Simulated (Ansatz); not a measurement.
This geometry of GeH$_{4}$Se (6 atoms, charge 0, multiplicity 1) is a first-order saddle point.

Method: RKS PBE-D4/def2-SVP in Ansatz.

```xyz
6
Properties=species:S:1:pos:R:3
Ge 1.121 0.319 0.050
H -0.024 0.057 -1.204
Se -1.347 -0.819 -0.424
H 0.646 1.027 1.376
H 1.621 -1.088 0.560
H -2.017 0.504 -0.359
```

(1) Which two structures does it join? (They come from a converged band through this point; their orientation in space is the band's.)

(2) How far does it lie above each of them?

Results:

(1) Bonds broken: H2–Se3. Bonds formed: Ge1–H2.

Initial state:

```xyz
6
Properties=species:S:1:pos:R:3
Ge 1.286 0.694 0.300
H -0.810 -0.733 -1.704
Se -1.029 -0.473 -0.253
H 0.685 0.651 1.803
H 1.731 -0.858 0.441
H -1.863 0.718 -0.587
```

Final state:

```xyz
6
Properties=species:S:1:pos:R:3
Ge 0.600 -0.027 0.012
H 0.871 0.319 -1.476
Se -1.637 -0.777 0.311
H 0.895 1.211 0.900
H 1.474 -1.225 0.454
H -2.203 0.498 -0.200
```

(2) 0.35 eV above the first and 1.76 eV above the second. This is the barrier of this one path; another mechanism may lie lower. The orbitals stay closed-shell, which can raise the energy where a bond breaks towards radicals; this wasn't checked here.

The run took 37 s on 2 threads of Intel(R) Xeon(R) Platinum 8488C (Sapphire Rapids), on a shared host, peak memory 0.14 GiB.
